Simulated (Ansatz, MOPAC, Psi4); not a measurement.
System: HSO3, net charge 0, doublet state. SMILES: O=[S](=O)O
Structure (B3LYP-D3(BJ)/def2-TZVP (Ansatz, a first-principles code) minimum search):
```
S
O 1 1.4422
O 1 1.4506 2 122.82
O 1 1.6295 2 105.51 3 -124.03
H 4 0.9714 1 108.25 2 160.68
```
Charge 0, spin multiplicity 2.

Wanted: vertical ionisation energy to the singlet, in eV. Conventions: 6-311+G** with 5d, 6d on Na to Ar in Ansatz; spin-orbit terms left out; dispersion terms only where a functional's name holds one; UHF or UKS for open shells; 6-31G* and kin with 6d, 5d where marked; PM7 with its own dispersion and hydrogen-bond terms; each state is the SCF solution reached for its charge and spin; non-relativistic. Ab initio and DFT rows: single points at B3LYP-D3(BJ) geometries (Ansatz). Semi-empirical rows: differences of heats of formation at the shared geometry for vertical values.

```json
[
 {"level": "AM1", "program": "MOPAC", "vertical ionisation energy to the singlet (eV)": "10.33"},
 {"level": "PM3", "program": "MOPAC", "vertical ionisation energy to the singlet (eV)": "9.57"},
 {"level": "PM6", "program": "MOPAC", "vertical ionisation energy to the singlet (eV)": "9.76"},
 {"level": "PM7", "program": "MOPAC", "vertical ionisation energy to the singlet (eV)": "9.58"},
 {"level": "HF/6-31G*", "program": "Ansatz", "vertical ionisation energy to the singlet (eV)": "11.28"},
 {"level": "PBE/6-31G*", "program": "Ansatz", "vertical ionisation energy to the singlet (eV)": "10.30"},
 {"level": "PBE/6-311+G**", "program": "Ansatz", "vertical ionisation energy to the singlet (eV)": "10.67"},
 {"level": "B3LYP/STO-3G", "program": "Ansatz", "vertical ionisation energy to the singlet (eV)": "6.70"},
 {"level": "wB97X-D/6-31G*", "program": "Psi4", "vertical ionisation energy to the singlet (eV)": "10.90"},
 {"level": "B3LYP/def2-TZVPD", "program": "Ansatz", "vertical ionisation energy to the singlet (eV)": "11.04"}
]
```

No value to compare with is used here. The 9 habitual levels span 6.70 (B3LYP/STO-3G) to 11.28 eV (HF/6-31G*); B3LYP/def2-TZVPD gives 11.04.

The levels are drawn from those run, B3LYP/6-31G* more often than the rest, none by its result; runs whose electronic state is in doubt are left out.
